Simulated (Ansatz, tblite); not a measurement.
Clusters of 3 atoms, chalcogenide: E(high spin) − E(low spin) (eV) at several levels, gas phase, relaxed structures; Ansatz, xTB through tblite. Each state is relaxed at the level in the geometry column; the other columns are single points. Clusters are the lowest isomers that short searches found in that spin, judged at the geometry's level. Core potentials for Ag, Hf, Mo, Te in the def2 sets, no spin–orbit coupling. xTB has no spin-polarisation term. Singlets are spin-restricted. The structures are stationary points that may keep the symmetry of their start. Correlated methods freeze inner cores and use unrestricted references for open shells. Remarks come from the PBE and PBE0 runs and from stability tests at other levels; not every state was tested.

```csv
species,state,geometry,GFN1-xTB,GFN2-xTB,PBE-D4/def2-TZVP,r2SCAN-D4/def2-TZVP,remarks
HfS2⁺,quartet − doublet,PBE-D4/def2-TZVP,2.04,1.79,1.71,1.65,–
MoSe2⁺,quartet − doublet,PBE-D4/def2-TZVP,1.55,0.70,0.90,0.81,spin-contaminated (⟨S²⟩ up to 1.17)
K2Te,quintet − singlet,PBE-D4/def2-TZVP,9.01,3.47,3.97,4.16,–
Cu2S⁺,quartet − doublet,PBE0-D4/def2-TZVP,3.51,5.13,2.69,2.70,–
Na2Se,quintet − singlet,PBE-D4/def2-TZVP,9.20,6.95,4.49,4.66,–
Ag2S,quintet − singlet,PBE-D4/def2-TZVP,5.19,4.49,3.99,3.87,–
Cu2Te,quintet − singlet,B3LYP-D4/def2-TZVP,5.45,6.70,3.27,3.13,–
```

(1) Estimate the column for RPA@PBE/def2-TZVP.

(1) HfS2⁺ 1.50; MoSe2⁺ 0.93; K2Te 3.45; Cu2S⁺ 2.53; Na2Se 4.00; Ag2S 4.17; Cu2Te 3.25.
